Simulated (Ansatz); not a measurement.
`FBF` + `C[C](=O)[GeH2][F]` → `F[BH][GeH2][F]` + `CC(=O)F` at 298.15 K and 1 bar (formal exchange of groups at a B–F bond).

Program: Ansatz. Geometries: PBE0-D4/def2-TZVP. ΔE: electronic, gas phase. CCSD(T)/CBS is the MP2 limit (def2-TZVPP, def2-QZVPP) plus CCSD(T) − MP2 in def2-TZVPP, frozen cores. This one scheme is used for every species. For Ge outer-core shells are correlated without core-valence functions, which leaves a few kJ/mol of doubt a bond. Scalar relativity is left out up to krypton. One conformer a species, not always the lowest.

```csv
species,CCSD(T)/CBS energy (Eh),H − E (kJ/mol),S (J/(mol·K))
`FBF`,-225.09427,57.8,244.5
`C[C](=O)[GeH2][F]`,-2330.20512,189.5,359.9
`F[BH][GeH2][F]`,-2302.35660,104.5,327.4
`CC(=O)F`,-252.88233,142.7,281.8
```

H − E and S are ideal-gas, rigid-rotor, harmonic terms from PBE0-D4/def2-TZVP, for one conformer and one mirror image of each species. 1 Eh = 2625.50 kJ/mol, R = 8.31446 J/(mol·K).

Task: By hand: ΔE, ΔH, ΔS and ΔG.

Result: ΔE = (-2302.35660) + (-252.88233) − (-225.09427) − (-2330.20512) = 0.06046 Eh = 158.7 kJ/mol. Δ(H − E) = 104.5 + 142.7 − 57.8 − 189.5 = -0.1, so ΔH = 158.6 kJ/mol. ΔS = 327.4 + 281.8 − 244.5 − 359.9 = 4.8 J/(mol·K). ΔG = 158.6 − 298.15 × (4.8)/1000 = 157.2 kJ/mol.

Task: By hand: the equilibrium constant, and the temperature at which ΔG would vanish if ΔH and ΔS stayed fixed.

Result: log₁₀ K = −ΔG/(RT ln 10) = -27.5. ΔG = 0 at ΔH/ΔS = 33042 K, far beyond where these terms or the molecules hold.

The number of gas molecules stays the same, so ΔS is small and ΔH decides. A doubt of 5 kJ/mol in ΔE shifts log₁₀ K by 0.9 here. Other conformers and mirror images would add mixing entropy, several J/(mol·K) or more a flexible species. Modes under 60 cm⁻¹, often nearly free rotors, make the harmonic entropy too high. These are equilibria of isolated gas molecules and say nothing of rates. Largest T1 diagnostic: 0.014 (customary marks: 0.02 for closed shells, 0.045 for open ones).
